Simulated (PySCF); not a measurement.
# Correlation energy of In (indium, neutral)

[Kr] 4d10 5s1 5p2, high-spin 4P determinant (an excited configuration). Computed with PySCF 2.14 in x2c-TZVPPall with one added diffuse shell each of s, p, d, f type (9s7p5d3f, 76 functions), with the spin-free X2C one-electron Hamiltonian (Gaussian nucleus). Frozen: [Ar] 3d10; 21 electrons correlated.

MP2 pair energies summed by pair of shells (mhartree):

```csv
pair,energy,share (%)
4d-4d,-168.02,52.2
4p-4d,-54.69,17.0
4d-5p,-27.67,8.6
4d-5s,-21.42,6.7
4p-4p,-16.42,5.1
4s-4d,-11.32,3.5
4s-4p,-8.41,2.6
5p-5p,-3.82,1.2
5s-5p,-3.18,1.0
4p-5s,-2.77,0.9
4p-5p,-2.22,0.7
4s-4s,-1.52,0.5
4s-5s,-0.24,0.1
4s-5p,-0.22,0.1
```

Total MP2 correlation energy: -321.93 mhartree.

Same-spin part -122.62 and opposite-spin part -199.31 mhartree; SCS-MP2 scales them by 1/3 and 6/5 to -280.05 mhartree.

This basis was not built for core-valence correlation, so the inner-shell part is incomplete.
